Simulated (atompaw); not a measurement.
## Cutoff test, S, PAW (atompaw)

- Element: S
- Generator: atompaw 4.2.0.5
- Type: PAW
- Functional: PBE
- Relativity: scalar-relativistic
- Frozen core: [Ne]
- Valence charge: 6
- Reference configuration: 3s2 3p3.5 (charge +0.5)
- Partial waves: 3s (bound): rc 1.70 bohr; 3s channel at -0.7 Ry: rc 1.70 bohr; 3p (bound): rc 1.20 bohr; 3p channel at 3.4 Ry: rc 1.70 bohr; 3d channel at 0.25 Ry: rc 1.70 bohr; 3d channel at 1.9 Ry: rc 1.70 bohr
- Local potential: bessel scheme, radius 1.50 bohr
- Core correction: smooth core density matched at 1.00 bohr
- Augmentation charge: besselshape compensation charge, radius 1.50 bohr; PAW radius 1.70 bohr; waves and projectors: custom polynom vanderbiltortho

The pseudo-atom Hamiltonian at the reference potential is diagonalised in spherical Bessel functions j_l(qr) that vanish at 20 bohr, with q² up to the cutoff. All-electron valence levels (Ry): 3s -1.6348, 3p -0.8602.

How do the lowest levels (Ry) of each channel move with the cutoff, and are there ghosts?

```csv
cutoff (Ry),s #1,p #1,p #2,d #1,d #2,f #1,f #2,Σ f·Δε (mRy)
8,-1.6229,-0.8309,-0.0876,-0.0428,0.0291,0.0392,0.1550,126.4
10,-1.6257,-0.8426,-0.0888,-0.0453,0.0265,0.0392,0.1549,79.6
15,-1.6322,-0.8461,-0.0893,-0.0499,0.0223,0.0392,0.1549,54.7
18,-1.6343,-0.8465,-0.0893,-0.0522,0.0204,0.0392,0.1549,49.1
25,-1.6347,-0.8503,-0.0895,-0.0533,0.0195,0.0392,0.1549,35.0
30,-1.6347,-0.8536,-0.0897,-0.0535,0.0194,0.0392,0.1549,23.5
35,-1.6347,-0.8566,-0.0898,-0.0535,0.0194,0.0392,0.1549,12.6
45,-1.6348,-0.8595,-0.0900,-0.0535,0.0194,0.0392,0.1549,2.4
50,-1.6348,-0.8599,-0.0900,-0.0535,0.0194,0.0392,0.1549,1.1
60,-1.6348,-0.8600,-0.0900,-0.0535,0.0194,0.0392,0.1549,0.6
70,-1.6348,-0.8600,-0.0900,-0.0535,0.0194,0.0392,0.1549,0.5
400,-1.6348,-0.8602,-0.0900,-0.0535,0.0194,0.0392,0.1549,0.0
```

Result: no extra level below or beside the all-electron valence levels (s, p, d, f tested); 10 mRy is reached at 40 Ry and 1 mRy at 55 Ry.
